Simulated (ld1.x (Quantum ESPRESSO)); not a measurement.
**An all-electron radial function and its pseudo partner (beryllium)**

Columns: radius, all-electron u(r) and pseudo u(r) of the 2s shell (level -13.65 eV) of beryllium in the configuration 1s2 2s1 2p0; LDA (PZ), scalar-relativistic, PAW scheme, ld1.x (Quantum ESPRESSO) 7.5.

```csv
r (bohr),all-electron,pseudo
0.178,0.2887,0.3286
0.355,0.2326,0.3094
0.533,0.0636,0.0805
0.710,-0.1242,-0.1242
0.888,-0.2953,-0.2953
1.065,-0.4345,-0.4345
1.243,-0.5408,-0.5408
1.420,-0.6148,-0.6148
1.598,-0.6610,-0.6610
1.775,-0.6831,-0.6831
1.953,-0.6857,-0.6857
2.130,-0.6732,-0.6732
2.308,-0.6492,-0.6492
2.485,-0.6171,-0.6171
2.662,-0.5795,-0.5795
2.840,-0.5385,-0.5385
3.018,-0.4959,-0.4959
3.195,-0.4535,-0.4535
3.373,-0.4117,-0.4117
3.550,-0.3718,-0.3718
3.728,-0.3338,-0.3338
3.905,-0.2986,-0.2986
4.083,-0.2657,-0.2657
4.260,-0.2358,-0.2358
4.438,-0.2083,-0.2083
4.615,-0.1837,-0.1837
```

(1) How many radial nodes do the two functions have?

(2) At about which radius was the pseudo-wave matched?

(3) Is the pseudo-wave norm-conserving?

Results:

(1) The all-electron 2s function has n − l − 1 = 1; the pseudo-wave has 1, since 1 lower shell of the same l stays in the valence.

(2) 0.75 bohr, where the columns begin to agree (steps of 0.18 bohr).

(3) No, it belongs to a PAW set: the norm inside the radius is not constrained, and the difference is carried by the augmentation charge.
